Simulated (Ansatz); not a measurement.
Geometry optimisation of AgCl₂⁻.

```yaml
crystal:
  periodic: [false, false, false]
  atoms:
    - {symbol: Ag, position_ang: [-0.000031, 0.000152, -0.000096]}
    - {symbol: Cl, position_ang: [1.784967, 1.111940, 1.017287]}
    - {symbol: Cl, position_ang: [-1.784936, -1.112092, -1.017191]}
basis:
  gaussian: {orbitals: def2-TZVPD}
total_charge: -1
magnetization: {spin_polarized: true, initial_magnetization: 2}
hamiltonian: {xc: pbe0, dispersion: d4}
scf: {lower_state_search: "off"}
output: {orbitals: {seedname: orbitals}}
relax: {f_tol: 0.02, max_steps: 100}
```

```sh
$ ansatz run in.yaml --threads 4 --pin off --events-out ev --progress --plain --max-ram 3916MiB
```

Shortened log:

```
Functional definition: PBE0
mean field -29038.18301770 eV, -1067.1335431132 hartree, gradient 9.6e-6 eV, S^2 2.003128; 0 other end points of the search recorded, 0 dependent functions left out
relax step   1: F+E_penalty+E_count = -29038.25435085 eV  Δ(F+E_penalty+E_count) = +0.000e0 eV  max|allowed force component| = 9.717e-1 eV/Å  Δτ_max = 0.0000 Å  (64 SCF iters, accepted)
mean field -29038.38382050 eV, -1067.1409224799 hartree, gradient 1.8e-6 eV, S^2 2.003469; 0 other end points of the search recorded, 0 dependent functions left out
relax step   2: F+E_penalty+E_count = -29038.45311963 eV  Δ(F+E_penalty+E_count) = -1.988e-1 eV  max|allowed force component| = 4.546e-1 eV/Å  Δτ_max = 0.1082 Å  (45 SCF iters, accepted)
mean field -29038.46585710 eV, -1067.1439372692 hartree, gradient 1.2e-6 eV, S^2 2.003811; 0 other end points of the search recorded, 0 dependent functions left out
relax step   3: F+E_penalty+E_count = -29038.53314979 eV  Δ(F+E_penalty+E_count) = -8.003e-2 eV  max|allowed force component| = 8.432e-2 eV/Å  Δτ_max = 0.1211 Å  (29 SCF iters, accepted)
mean field -29038.47034557 eV, -1067.1441022176 hartree, gradient 9.4e-7 eV, S^2 2.003897; 0 other end points of the search recorded, 0 dependent functions left out
relax step   4: F+E_penalty+E_count = -29038.53717917 eV  Δ(F+E_penalty+E_count) = -4.029e-3 eV  max|allowed force component| = 2.307e-2 eV/Å  Δτ_max = 0.0292 Å  (26 SCF iters, accepted)
mean field -29038.47088224 eV, -1067.1441219398 hartree, gradient 1.4e-6 eV, S^2 2.003930; 0 other end points of the search recorded, 0 dependent functions left out
relax step   5: F+E_penalty+E_count = -29038.53754541 eV  Δ(F+E_penalty+E_count) = -3.662e-4 eV  max|allowed force component| = 3.694e-3 eV/Å  Δτ_max = 0.0110 Å  (32 SCF iters, accepted)
mean field -29038.47094214 eV, -1067.1441241409 hartree, gradient 3.8e-6 eV, S^2 2.003935; 0 other end points of the search recorded, 0 dependent functions left out
relax step   6: F+E_penalty+E_count = -29038.53757949 eV  Δ(F+E_penalty+E_count) = -3.409e-5 eV  max|allowed force component| = 6.363e-3 eV/Å  Δτ_max = 0.0033 Å  (19 SCF iters, accepted)
mean field -29038.47102252 eV, -1067.1441270949 hartree, gradient 5.5e-6 eV, S^2 2.003936; 0 other end points of the search recorded, 0 dependent functions left out
relax step   7: F+E_penalty+E_count = -29038.53765548 eV  Δ(F+E_penalty+E_count) = -7.599e-5 eV  max|allowed force component| = 1.040e-2 eV/Å  Δτ_max = 0.0050 Å  (19 SCF iters, accepted)
mean field -29038.47139201 eV, -1067.1441406734 hartree, gradient 2.6e-6 eV, S^2 2.003934; 0 other end points of the search recorded, 0 dependent functions left out
relax step   8: F+E_penalty+E_count = -29038.53802906 eV  Δ(F+E_penalty+E_count) = -3.736e-4 eV  max|allowed force component| = 2.086e-2 eV/Å  Δτ_max = 0.0129 Å  (26 SCF iters, accepted)
mean field -29038.48982219 eV, -1067.1448179700 hartree, gradient 9.5e-7 eV, S^2 2.003909; 0 other end points of the search recorded, 0 dependent functions left out
relax step   9: F+E_penalty+E_count = -29038.55659430 eV  Δ(F+E_penalty+E_count) = -1.857e-2 eV  max|allowed force component| = 1.097e-1 eV/Å  Δτ_max = 0.1396 Å  (42 SCF iters, accepted)
mean field -29038.55119298 eV, -1067.1470733050 hartree, gradient 2.3e-6 eV, S^2 2.003876; 0 other end points of the search recorded, 0 dependent functions left out
relax step  10: F+E_penalty+E_count = -29038.61906837 eV  Δ(F+E_penalty+E_count) = -6.247e-2 eV  max|allowed force component| = 1.526e-1 eV/Å  Δτ_max = 0.2000 Å  (37 SCF iters, accepted)
mean field -29038.69618952 eV, -1067.1524018296 hartree, gradient 4.4e-6 eV, S^2 2.007737; 0 other end points of the search recorded, 0 dependent functions left out
relax step  11: F+E_penalty+E_count = -29038.76512795 eV  Δ(F+E_penalty+E_count) = -1.461e-1 eV  max|allowed force component| = 4.102e-1 eV/Å  Δτ_max = 0.1950 Å  (111 SCF iters, accepted)
mean field -29038.96179642 eV, -1067.1621627033 hartree, gradient 1.9e-6 eV, S^2 2.007642; 0 other end points of the search recorded, 0 dependent functions left out
relax step  12: F+E_penalty+E_count = -29039.03376906 eV  Δ(F+E_penalty+E_count) = -2.686e-1 eV  max|allowed force component| = 3.915e-1 eV/Å  Δτ_max = 0.1944 Å  (37 SCF iters, accepted)
mean field -29039.17284562 eV, -1067.1699186183 hartree, gradient 1.5e-6 eV, S^2 2.006962; 0 other end points of the search recorded, 0 dependent functions left out
relax step  13: F+E_penalty+E_count = -29039.24919650 eV  Δ(F+E_penalty+E_count) = -2.154e-1 eV  max|allowed force component| = 3.138e-1 eV/Å  Δτ_max = 0.1961 Å  (29 SCF iters, accepted)
mean field -29039.31221169 eV, -1067.1750402267 hartree, gradient 1.2e-6 eV, S^2 2.006389; 0 other end points of the search recorded, 0 dependent functions left out
relax step  14: F+E_penalty+E_count = -29039.39352320 eV  Δ(F+E_penalty+E_count) = -1.443e-1 eV  max|allowed force component| = 1.647e-1 eV/Å  Δτ_max = 0.1950 Å  (28 SCF iters, accepted)
mean field -29039.35924198 eV, -1067.1767685582 hartree, gradient 1.5e-6 eV, S^2 2.006281; 0 other end points of the search recorded, 0 dependent functions left out
relax step  15: F+E_penalty+E_count = -29039.44502180 eV  Δ(F+E_penalty+E_count) = -5.150e-2 eV  max|allowed force component| = 1.530e-2 eV/Å  Δτ_max = 0.1956 Å  (30 SCF iters, accepted)
Total energy: -29039.44505529 eV, -1067.1799221392 hartree
Atom 0 at    -0.225713     0.926237    -0.616455 Å, force     0.000105    -0.000324     0.000238 eV/Å
Atom 1 at     1.415963     0.348692     1.050873 Å, force     0.015199     0.009677     0.008566 eV/Å
Atom 2 at    -1.190251    -1.274929    -0.434418 Å, force    -0.015304    -0.009353    -0.008804 eV/Å
Dipole moment:    -0.040672     0.166889    -0.111076 e Å
Checks for a lower state left out: stability, starts, cluster_reference, orbital_swaps, neighbouring_geometries, increment
```

Run time 31 s (4 threads of Arm Neoverse V1 on a shared host).

In the def2 sets Ag takes a core potential; there is no spin–orbit coupling. At PBE0-D4/def2-TZVPD a singlet of charge -1 lies 3.60 eV below the triplet, each at its own geometry. The structure comes from a short search, and lower isomers may exist.
